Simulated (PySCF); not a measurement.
**Distorted geometries of Gd(SH)3**

Gd(SH)3 (singlet in the valence; each metal's 4f electrons, 7 of them, lie in its core potential, out of spins and levels). PySCF 2.14.0, RKS PBE0, Gd lcecp-1-SVP with ECP53, S def2-SVP, H def2-SVP; non-relativistic Hamiltonian with scalar-relativistic core potentials where named; density fitting; no spin-orbit coupling. Relaxed geometry:

```xyz
7

Gd    0.0000    0.0000    0.9343
S     2.5681    0.4113    0.9624
H     2.8945   -0.9036    0.9544
S    -1.6402    2.0184    0.9624
H    -0.6647    2.9585    0.9544
S    -0.9278   -2.4297    0.9624
H    -2.2298   -2.0549    0.9544
```

Question: Order these distorted geometries by energy above the relaxed one, lowest first.
A.
```xyz
7

Gd   -0.0605    0.0297    0.9465
S     2.5352    0.4786    1.0144
H     2.9931   -0.9350    0.8945
S    -1.6160    1.9972    1.0311
H    -0.6459    2.9096    0.8925
S    -0.8927   -2.4076    0.8856
H    -2.3133   -2.0725    1.0202
```
B.
```xyz
7

Gd   -0.0070   -0.0261    0.8986
S     2.5736    0.4643    0.9613
H     2.9403   -0.8432    0.9406
S    -1.6571    2.0022    0.9686
H    -0.6687    2.9819    0.9810
S    -0.9031   -2.4994    0.9693
H    -2.2780   -2.0798    0.9653
```
C.
```xyz
7

Gd    0.1104    0.0400    0.8975
S     2.4361    0.4854    0.8023
H     2.8444   -0.8097    0.9939
S    -1.5491    1.9948    1.0198
H    -0.5983    2.9088    0.9612
S    -0.8490   -2.4218    0.9004
H    -2.3944   -2.1976    1.1097
```

Answer: B (0.10 eV), A (0.40 eV), C (0.87 eV).

Question: Which forces (eV/Å) act in the one that lies 0.87 eV up?

Answer: 
```
Gd  -3.60 -1.22  0.13
S    3.51  0.25 -0.04
H   -0.11  0.37 -0.10
S   -0.82 -0.34  0.04
H    0.67  0.75 -0.03
S   -3.03  0.50  0.46
H    3.37 -0.31 -0.46
```
Forces carry noise of the integration grid, about 0.01 to 0.03 eV/Å.

An lcecp potential fixes the number of 4f electrons, so in runs with it no electron can move into or out of that shell.
